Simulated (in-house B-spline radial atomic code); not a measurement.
Multiplet parameters of the 4d5 shell in the cadmium ion Cd⁷⁺ ([Kr] 4d5). Method: non-relativistic Hartree-Fock, average of configuration, point nucleus. Calculated with a radial B-spline atomic code at the basis-set limit.

Slater integrals: F^2 = 97692 cm⁻¹, F^4 = 65361 cm⁻¹. Central-field spin-orbit parameter ζ(4d) = 3106 cm⁻¹ (bare central field on non-relativistic orbitals, without two-electron terms: too large for light atoms, too small for heavy ones).

Task: What are Racah's B and C?

Result: B = F^2/49 - 5F^4/441 = 1253 cm⁻¹, C = 35F^4/441 = 5187 cm⁻¹, C/B = 4.14.

Task: Where do the terms lie in LS coupling, without spin-orbit interaction?

Result: In cm⁻¹ above the Hund's-rule term (some of the terms):
| term | expression | energy |
| --- | --- | --- |
| 6S | 0B + 0C | 0 |
| 4G | 10B + 5C | 38464 |
| 4P | 7B + 7C | 45080 |
| 4D | 17B + 5C | 47232 |
| 4F | 22B + 7C | 63870 |

Task: How far can these numbers be trusted?

Result: Fits to spectra need these integrals scaled down, since correlation screens the repulsion. Here ζ is 2.48 times B, so spin-orbit coupling rivals the gaps between some terms: low levels can stay fairly pure, while close terms of equal J mix strongly.
